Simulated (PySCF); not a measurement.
PySCF input file for silicon dioxide molecule (O2Si), SMILES O=[Si]=O, ωB97X-D3(BJ)/def2-TZVP. 

```python
import numpy as np
from pyscf import gto, scf, dft
from pyscf.geomopt import geometric_solver

mol = gto.M(
    atom='''
    O     0.00000000    0.00000000   -1.49104540
    Si    0.00000000    0.00000000    0.00000000
    O     0.00000000    0.00000000    1.49104540
    ''',
    basis='def2-TZVP',
    charge=0,
    spin=0,
    max_memory=1600,
    verbose=3,
)
mf = dft.RKS(mol, xc='wb97x-d3bj').density_fit(auxbasis='def2-universal-jkfit')
mf.grids.level = 3
mf.conv_tol = 1e-9
mf.max_cycle = 100
mf.kernel()
grad = mf.nuc_grad_method()
grad.grid_response = mol.nao <= 150
conv, mol_eq = geometric_solver.kernel(grad, convergence_set='GAU_TIGHT', maxsteps=100)
print(mol_eq.tostring(format='xyz'))
mf.reset(mol_eq)
mf.kernel()
```

It prints:

```
converged SCF energy = -440.049555300986
[banner and settings of the optimiser left out]
Geometry optimization cycle 1
Cartesian coordinates (Angstrom)
 Atom        New coordinates             dX        dY        dZ
   O   0.000000   0.000000  -1.491045    0.000000  0.000000  0.000000
  Si   0.000000   0.000000   0.000000    0.000000  0.000000  0.000000
   O   0.000000   0.000000   1.491045    0.000000  0.000000  0.000000

WARN: Mole.unit (angstrom) is changed to Bohr

converged SCF energy = -440.049555300987
--------------- DFRKS_Scanner gradients ---------------
         x                y                z
0 O     0.0000000000     0.0000000000     0.0175911944
1 Si    -0.0000000000    -0.0000000000    -0.0000000004
2 O    -0.0000000000     0.0000000000    -0.0175911931
----------------------------------------------
cycle 1: E = -440.049555301  dE = -440.05  norm(grad) = 0.0248777
Step    0 : Gradient = 1.436e-02/1.759e-02 (rms/max) Energy = -440.0495553010
Hessian Eigenvalues: 5.00000e-02 5.00000e-02 5.00000e-02 ... 2.50000e-01 7.97202e-01 7.97202e-01

Geometry optimization cycle 2
Cartesian coordinates (Angstrom)
 Atom        New coordinates             dX        dY        dZ
   O  -0.000000   0.000000  -1.502722   -0.000000  0.000000 -0.011677
  Si   0.000000  -0.000000  -0.000000    0.000000 -0.000000 -0.000000
   O   0.000000  -0.000000   1.502722    0.000000 -0.000000  0.011677
converged SCF energy = -440.050001501868
--------------- DFRKS_Scanner gradients ---------------
         x                y                z
0 O    -0.0000000000    -0.0000000000     0.0027937149
1 Si     0.0000000000     0.0000000000     0.0000000016
2 O     0.0000000000     0.0000000000    -0.0027937163
----------------------------------------------
cycle 2: E = -440.050001502  dE = -0.000446201  norm(grad) = 0.00395091
Step    1 : Displace = 9.534e-03/1.168e-02 (rms/max) Trust = 1.000e-01 (=) Grad = 2.281e-03/2.794e-03 (rms/max) E (change) = -440.0500015019 (-4.462e-04) Quality = 1.149
Hessian Eigenvalues: 5.00000e-02 5.00000e-02 5.00000e-02 ... 2.50000e-01 6.70596e-01 7.97202e-01

Geometry optimization cycle 3
Cartesian coordinates (Angstrom)
 Atom        New coordinates             dX        dY        dZ
   O  -0.000000   0.000000  -1.504927   -0.000000  0.000000 -0.002205
  Si  -0.000000  -0.000000  -0.000000   -0.000000 -0.000000 -0.000000
   O   0.000000  -0.000000   1.504927   -0.000000 -0.000000  0.002205
converged SCF energy = -440.050013572023
--------------- DFRKS_Scanner gradients ---------------
         x                y                z
0 O     0.0000000000     0.0000000000     0.0001085974
1 Si    -0.0000000000    -0.0000000000    -0.0000000014
2 O    -0.0000000000    -0.0000000000    -0.0001085931
----------------------------------------------
cycle 3: E = -440.050013572  dE = -1.20702e-05  norm(grad) = 0.000153577
Step    2 : Displace = 1.800e-03/2.205e-03 (rms/max) Trust = 1.414e-01 (+) Grad = 8.867e-05/1.086e-04 (rms/max) E (change) = -440.0500135720 (-1.207e-05) Quality = 1.037
Hessian Eigenvalues: 5.00000e-02 5.00000e-02 5.00000e-02 ... 2.50000e-01 6.44529e-01 7.97202e-01

Geometry optimization cycle 4
Cartesian coordinates (Angstrom)
 Atom        New coordinates             dX        dY        dZ
   O  -0.000000  -0.000000  -1.505016   -0.000000 -0.000000 -0.000089
  Si   0.000000   0.000000  -0.000000    0.000000  0.000000 -0.000000
   O   0.000000   0.000000   1.505016    0.000000  0.000000  0.000089
converged SCF energy = -440.050013590501
--------------- DFRKS_Scanner gradients ---------------
         x                y                z
0 O    -0.0000000000     0.0000000000     0.0000002495
1 Si     0.0000000000    -0.0000000000     0.0000000017
2 O    -0.0000000000    -0.0000000000    -0.0000002557
----------------------------------------------
cycle 4: E = -440.050013591  dE = -1.84777e-08  norm(grad) = 3.57315e-07
Step    3 : Displace = 7.280e-05/8.916e-05 (rms/max) Trust = 2.000e-01 (+) Grad = 2.063e-07/2.557e-07 (rms/max) E (change) = -440.0500135905 (-1.848e-08) Quality = 1.010
Hessian Eigenvalues: 5.00000e-02 5.00000e-02 5.00000e-02 ... 2.50000e-01 6.43029e-01 7.97202e-01

Geometry optimization cycle 5
Cartesian coordinates (Angstrom)
 Atom        New coordinates             dX        dY        dZ
   O  -0.000000  -0.000000  -1.505016   -0.000000 -0.000000 -0.000000
  Si  -0.000000   0.000000   0.000000   -0.000000  0.000000  0.000000
   O   0.000000   0.000000   1.505016   -0.000000  0.000000  0.000000
converged SCF energy = -440.050013590639
--------------- DFRKS_Scanner gradients ---------------
         x                y                z
0 O     0.0000000000    -0.0000000000     0.0000009840
1 Si     0.0000000000     0.0000000000    -0.0000000023
2 O    -0.0000000000    -0.0000000000    -0.0000009862
----------------------------------------------
cycle 5: E = -440.050013591  dE = -1.38186e-10  norm(grad) = 1.39312e-06
Step    4 : Displace = 1.698e-07/2.083e-07 (rms/max) Trust = 2.828e-01 (+) Grad = 8.043e-07/9.862e-07 (rms/max) E (change) = -440.0500135906 (-1.382e-10) Quality = 1389.275
Hessian Eigenvalues: 5.00000e-02 5.00000e-02 5.00000e-02 ... 2.50000e-01 6.43029e-01 7.97202e-01
Converged! =D

3
XYZ from PySCF
O          -0.00000000       -0.00000000       -1.50501624
Si         -0.00000000        0.00000000        0.00000000
O           0.00000000        0.00000000        1.50501625
converged SCF energy = -440.050013590636
```

The calculation finished and met its thresholds.

Cost: about 9 core-seconds (a rough figure).
